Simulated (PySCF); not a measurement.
C6H4BF3.
Atom-mapped SMILES: `[F:1][B:2]([F:3])[c:4]1[cH:5][cH:6][c:7]([F:8])[cH:9][cH:10]1` (hydrogens: H11 on C5; H12 on C6; H13 on C9; H14 on C10)

Computed with PySCF 2.14.0, density-fitted response routines, TDDFT wB97X-D/def2-SVPD, vertical, gas phase, core orbitals frozen in the response. Isolated species at its PBE0-D3(BJ)/def2-SVP geometry, gas phase. Torsions of this conformer, `[F:1][B:2]([F:3])[c:4]1[cH:5][cH:6][c:7]([F:8])[cH:9][cH:10]1`: F1–B2–C4–C5 0°.

```csv
state,E (eV),E (kJ/mol),λ (nm),f,"main configurations (H = HOMO, L = LUMO)"
S1,5.25,507,236.0,0.0016,"H-1→L (57%), H→L+1 (42%)"
S2,5.76,556,215.3,0.163,"H→L (84%), H-1→L+1 (14%)"
S3,6.70,646,185.1,0.382,"H→L+1 (56%), H-1→L (41%)"
S4,6.93,669,178.9,0.633,"H-1→L+1 (82%), H→L (13%)"
S5,7.34,708,168.9,0.0000,H-2→L (96%)
S6,7.37,711,168.3,0.0033,H-3→L (95%)
```

The lowest singlet comes at 236 nm (507 kJ/mol) in the ultraviolet; it is very weak; its leading configuration is HOMO-1→LUMO (57%). The most intense listed level is S4 at 6.93 eV (179 nm, f = 0.633), 1.68 eV above S1. Löwdin shares by element: HOMO carbon 54% or more, fluorine 11% or more (atoms not listed hold the other 36%); LUMO carbon 45% or more, boron 15% (atoms not listed hold the other 40%). The listed states span 2.11 eV, and the widest gap between neighbours is 0.94 eV (S2 to S3). The oscillator strengths of these states sum to 1.183; summed over the whole spectrum of an exact calculation they would give the number of electrons, 72 (Thomas–Reiche–Kuhn). Orbital energies (eV): HOMO-3 -12.21, HOMO-2 -12.14, HOMO-1 -9.84, HOMO -9.53, LUMO 0.17, LUMO+1 0.82, LUMO+2 1.82. Singlets were solved by full linear response.

Rough CPU time on one thread of a shared machine: about 2 min.
